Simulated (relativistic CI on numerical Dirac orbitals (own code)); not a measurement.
# Ni4+: M2,3 absorption edge

Computed with this model: Dirac-Coulomb-Breit CI, orbitals from a KLI potential per configuration, model QED, valence Slater integrals scaled by 0.9, multiplet model of core-to-valence dipole absorption; configurations [Ar] 3d6 → [Ne] 3s2 3p5 3d7; 300 K; Lorentzian 0.8 eV and Gaussian 0.3 eV FWHM. Energies are those of the free ion, without screening or charge transfer. The branching ratio is the share of the lower-energy edge in the whole absorption, uncertain by about 0.02 where the edges overlap. S is read from ⟨S²⟩ = S(S + 1).

Field parameters in Wybourne normalisation: D4h B²₀ = −7Ds, B⁴₀ = 21(Dq − Dt), B⁴₄ = 21√(5/14) Dq. The field is a parameter set, without covalency.

free ion: ground-state S = 2.00, centroid 71.94 eV. Peaks (eV, height): 67.5 (37), 72.5 (61), 74.0 (100).

D4h, 10Dq = 13300, Ds = -1500, Dt = -290 cm⁻¹: ground-state S = 2.00, centroid 72.31 eV. Peaks (eV, height): 69.5 (33), 73.8 (100), 75.6 (23).

D4h, 10Dq = 13300, Ds = -860, Dt = -290 cm⁻¹: ground-state S = 2.00, centroid 72.24 eV. Peaks (eV, height): 69.1 (34), 73.6 (100), 75.4 (32).

D4h, 10Dq = 13300, Ds = -210, Dt = -290 cm⁻¹: ground-state S = 2.00, centroid 72.20 eV. Peaks (eV, height): 69.0 (39), 73.5 (100), 75.3 (40).

D4h, 10Dq = 13300, Ds = 1710, Dt = -290 cm⁻¹: ground-state S = 2.00, centroid 72.28 eV. Peaks (eV, height): 69.4 (36), 73.7 (100), 75.5 (33).

D4h, 10Dq = 13300, Ds = 2360, Dt = -290 cm⁻¹: ground-state S = 2.00, centroid 72.31 eV. Peaks (eV, height): 69.5 (37), 73.7 (100), 75.6 (33).

Strongest unbroadened transitions for D4h, 10Dq = 13300, Ds = -1500, Dt = -290 cm⁻¹:

| Energy (eV) | Relative strength |
| --- | --- |
| 68.88 | 14.0 |
| 69.73 | 37.0 |
| 73.23 | 16.9 |
| 73.32 | 11.6 |
| 73.37 | 30.6 |
| 73.42 | 12.2 |
| 73.48 | 45.9 |
| 73.74 | 53.0 |
| 73.82 | 100.0 |
| 73.84 | 39.3 |
| 73.85 | 52.9 |
| 73.93 | 17.6 |
| 74.01 | 15.5 |
| 74.13 | 23.1 |
| 74.22 | 22.2 |
| 74.41 | 12.9 |
| 75.40 | 13.6 |
| 75.87 | 17.3 |
